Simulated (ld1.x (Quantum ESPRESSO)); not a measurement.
**LDA (PZ) TM dataset for phosphorus, scalar-relativistic all-electron reference.**

```
Element                 : phosphorus (P)
Generator               : ld1.x (Quantum ESPRESSO) 7.5
Type                    : norm-conserving Troullier–Martins (Kleinman–Bylander form)
Functional              : LDA (PZ)
Relativity              : scalar-relativistic
Frozen core             : [Ne]
Valence charge          : 5
Reference configuration : 3s2 3p2.5 (charge +0.5)
Partial waves           : 3p (bound): rc 1.25 bohr; 3s (bound): rc 1.65 bohr
Local potential         : the s channel
Core correction         : none
```

All-electron outer shells of the reference configuration (LDA (PZ), scalar-relativistic, ld1.x):

| shell | level (eV) | outermost node (bohr) | outermost maximum (bohr) |
| --- | --- | --- | --- |
| 3s | -18.47 | 0.66 | 1.56 |
| 3p | -9.76 | 0.64 | 1.79 |

Does the generator finish with these settings?

Yes, a potential is produced and its reference levels are reproduced.

Estimate the cutoffs (Ry, on a coarse ladder) from which the occupation-weighted sum of valence levels, in a spherical-Bessel basis at the reference potential, stays within 10 and 1 mRy of its value at 400 Ry.

70 Ry and 100 Ry.

What does a ghost test show?

No extra level below or beside the all-electron valence levels (p, s, d, f tested).

Which valence shell sets the plane-wave cutoff?

3p: its level needs 80 Ry to come within 1 mRy, against 45 Ry for 3s.

Tests: 3s2 3p3; 3s2 3p2; 3s2 3p1; 3s0 3p5; 3s2 3p0; 3s1 3p3; 3s2 3p3.3. Which has the largest error in its energy relative to the reference configuration, and how large is it?

3s2 3p0, with +111 meV (all-electron minus pseudo) on +55.14 eV.
